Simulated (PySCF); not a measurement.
PySCF input file for Si(Cl)2(GeH3)(OH) (Cl2GeH4OSi), SMILES O[Si](Cl)(Cl)[GeH3], ωB97X-D3(BJ)/def2-SVP. 

```python
import numpy as np
from pyscf import gto, scf, dft
import os
os.environ['JAX_PLATFORMS'] = 'cpu'
from ase import Atoms, units
from ase.calculators.calculator import Calculator, all_changes
from sella import Sella

mol = gto.M(
    atom='''
    O     1.25545579   -0.09627874    1.63398418
    Si    0.59112458    0.00721996    0.15924454
    Cl    1.37775103   -1.54442419   -0.82351703
    Cl    1.13842649    1.76284656   -0.69175854
    Ge   -1.72970568   -0.10272908    0.23141609
    H     1.22187363    0.61437472    2.26993167
    H    -2.31144049    0.72684068    1.33559060
    H    -2.39672137    0.38305986   -1.01115060
    H    -2.25753857   -1.48097414    0.45870098
    ''',
    basis='def2-SVP',
    charge=0,
    spin=0,
    max_memory=1600,
    verbose=3,
)
mf = dft.RKS(mol, xc='wb97x-d3bj').density_fit(auxbasis='def2-universal-jkfit')
mf.grids.level = 3
mf.conv_tol = 1e-9
mf.max_cycle = 100
mf.kernel()
grad = mf.nuc_grad_method()
grad.grid_response = mol.nao <= 150
scan = grad.as_scanner()
scan.verbose = scan.base.verbose = 0
class SCF(Calculator):
    implemented_properties = ['energy', 'forces']
    def calculate(self, atoms=None, properties=None, system_changes=all_changes):
        super().calculate(atoms, properties, system_changes)
        e, g = scan(mol.set_geom_(self.atoms.positions, unit='Angstrom', inplace=False))
        assert scan.converged
        self.results = {'energy': float(e) * units.Hartree, 'forces': -np.asarray(g) * units.Hartree / units.Bohr}
atoms = Atoms(mol.elements, mol.atom_coords(unit='Angstrom'), calculator=SCF())
conv = Sella(atoms, order=0, internal=True, allow_fragments=True).run(fmax=0.002, steps=150)
mol_eq = mol.set_geom_(atoms.positions, unit='Angstrom', inplace=False)
print(mol_eq.tostring(format='xyz'))
mf.reset(mol_eq)
mf.verbose = 3
mf.kernel()
```

Log of the run:

```
converged SCF energy = -3363.97928864522
     Step          Energy         fmax         cmax       rtrust          rho
Sella   0   -91538.539001       1.1642       0.0000       0.1000       1.0000
Sella   1   -91538.652354       1.1642       0.0000       0.1000       1.4513
Sella   2   -91538.702570       0.6309       0.0000       0.1000       1.0637
Sella   3   -91538.710374       0.4443       0.0000       0.1000       1.2581
Sella   4   -91538.714255       0.2380       0.0000       0.1000       1.3140
Sella   5   -91538.715893       0.0998       0.0000       0.1000       1.3543
Sella   6   -91538.716813       0.0806       0.0000       0.1000       1.4473
Sella   7   -91538.717862       0.0617       0.0000       0.1000       1.5871
Sella   8   -91538.719529       0.0855       0.0000       0.1000       1.3644
Sella   9   -91538.721931       0.0866       0.0000       0.1000       1.1026
Sella  10   -91538.724873       0.0876       0.0000       0.1000       1.0887
Sella  11   -91538.728892       0.0694       0.0000       0.1000       1.0696
Sella  12   -91538.733875       0.0757       0.0000       0.1150       1.0243
Sella  13   -91538.740512       0.0936       0.0000       0.1322       1.0074
Sella  14   -91538.749244       0.1073       0.0000       0.1521       0.9893
Sella  15   -91538.760083       0.1163       0.0000       0.1749       0.9743
Sella  16   -91538.772270       0.1122       0.0000       0.1749       0.9526
Sella  17   -91538.782487       0.0856       0.0000       0.1749       0.9391
Sella  18   -91538.789430       0.0611       0.0000       0.1749       0.9438
Sella  19   -91538.792528       0.0461       0.0000       0.2011       0.9974
Sella  20   -91538.793195       0.0814       0.0000       0.2011       1.5903
Sella  21   -91538.793885       0.0742       0.0000       0.2011       1.1482
Sella  22   -91538.793967       0.0238       0.0000       0.2011       1.4404
Sella  23   -91538.794027       0.0084       0.0000       0.2011       1.3326
Sella  24   -91538.794054       0.0201       0.0000       0.2011       1.3705
Sella  25   -91538.794067       0.0152       0.0000       0.2011       1.2990
Sella  26   -91538.794071       0.0047       0.0000       0.2011       1.3293
Sella  27   -91538.794072       0.0030       0.0000       0.2011       1.2880
Sella  28   -91538.794073       0.0031       0.0000       0.2011       1.3793
9
XYZ from PySCF
O           0.99106571        0.00415023        1.85323737
Si          0.47364757        0.12997399        0.29327165
Cl          1.38377817       -1.30929137       -0.87235595
Cl          1.03450567        1.95357244       -0.49328284
Ge         -1.85551254       -0.11037280        0.20943899
H           1.93538722        0.08487724        2.03215668
H          -2.52166830        0.99289001        1.04064824
H          -2.29720556        0.01163793       -1.25414520
H          -2.25477254       -1.48750203        0.75347295
converged SCF energy = -3363.98866234238
```

Self-consistency was reached.

Cost: about 10 core-minutes (a rough figure).
